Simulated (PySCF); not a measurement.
A PySCF script (with the pyscf-properties extension) for the NMR shieldings of `B1(Cl)O[C@@H](F)[C@@H](C(F)(F)F)O1`, C₃H₂BClF₄O₂, on a GFN2-xTB geometry:

```python
import basis_set_exchange as bse
import numpy as np
from pyscf import gto, dft
from pyscf.prop import nmr

atoms = """
F    -0.126327    0.626366   -1.859715
C     0.374386    1.005667   -0.652522
O     1.704168    0.649158   -0.579146
B     1.865376   -0.341076    0.363643
Cl    3.326962   -1.095967    0.700919
O     0.697274   -0.586203    1.039480
C    -0.318292    0.225005    0.509570
C    -1.483972   -0.661658    0.040003
F    -2.065656   -1.256659    1.084467
F    -2.429964    0.064822   -0.563371
F    -1.100604   -1.618179   -0.796249
H     0.254428    2.094818   -0.593590
H    -0.702167    0.894392    1.288783
"""
names = dict.fromkeys(["F", "C", "O", "B", "Cl", "H"], "pcSseg-1")
basis = {el: gto.basis.parse(bse.get_basis(n, elements=[el], fmt="nwchem")) for el, n in names.items()}
mol = gto.M(atom=atoms, basis=basis, charge=0, verbose=0)
mf = dft.RKS(mol, xc="PBE0")
mf.grids.level = 2
mf.grids.alignment = dft.numint.BLKSIZE   # the property module wants whole blocks of grid points
mf.conv_tol = 1e-9
mf.kernel()

calc = nmr.RKS(mf)   # GIAO
C = mf.mo_coeff
Co = C[:, mf.mo_occ > 0]
resp = mf.gen_response(singlet=True, hermi=2)
def vind(x):   # induced exchange potential for any number of trial vectors
    d = np.einsum("pi,xij,qj->xpq", C, 2 * x.reshape(-1, C.shape[1], Co.shape[1]), Co, optimize=True)
    return np.einsum("xpq,pi,qj->xij", resp(d - d.transpose(0, 2, 1)), C, Co, optimize=True).ravel()
mo1, _ = nmr.rhf.solve_mo1(calc, with_cphf=vind)
sigma = calc.kernel(mo1)
for i, s in enumerate(sigma):   # ppm
    print("%2d %-2s %9.2f" % (i, mol.atom_pure_symbol(i), np.trace(s) / 3))
```

Task: What does it print?

Result: 
```
 0 F     319.10
 1 C      73.82
 2 O     151.28
 3 B      70.18
 4 Cl    917.69
 5 O     197.42
 6 C     102.48
 7 C      56.23
 8 F     251.58
 9 F     261.02
10 F     266.83
11 H      25.18
12 H      26.95
```

These numbers come from an equivalent density-fitted implementation of the same equations, which agrees with the script to about 0.01 ppm for H and up to a few tenths of a ppm for heavy atoms, so last digits may differ.

Size and cost of the density-fitted run: 204 basis functions, 32 s wall time on 1 thread of an Intel Xeon 6975P-C, shared host; peak memory 0.93 GiB.
